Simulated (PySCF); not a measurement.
# Electron correlation in Ge²⁺ (germanium, charge +2)

[Ar] 3d10 4s2, closed-shell 1S. All numbers are calculated (PySCF 2.14, the spin-free X2C one-electron Hamiltonian (Gaussian nucleus), in x2c-SVPall). Frozen: [Ar] 3d10; 2 electrons correlated.

Total MP2 correlation energy: -26.38 mhartree.

Same-spin part 0.00 and opposite-spin part -26.38 mhartree; SCS-MP2 scales them by 1/3 and 6/5 to -31.65 mhartree.

With two correlated electrons CCSD is exact within the correlated space (frozen core and kept virtual orbitals).

```csv
level,correlation energy (mhartree)
CCSD,-38.38
```

Diagnostics: T1 = 0.0042, D1 = 0.0059, largest double amplitude 0.102.

Cost of the coupled-cluster step: 0.07 s of wall time on 1 thread of AMD EPYC 7R43 64-Core Processor (shared host), for 2 correlated electrons.
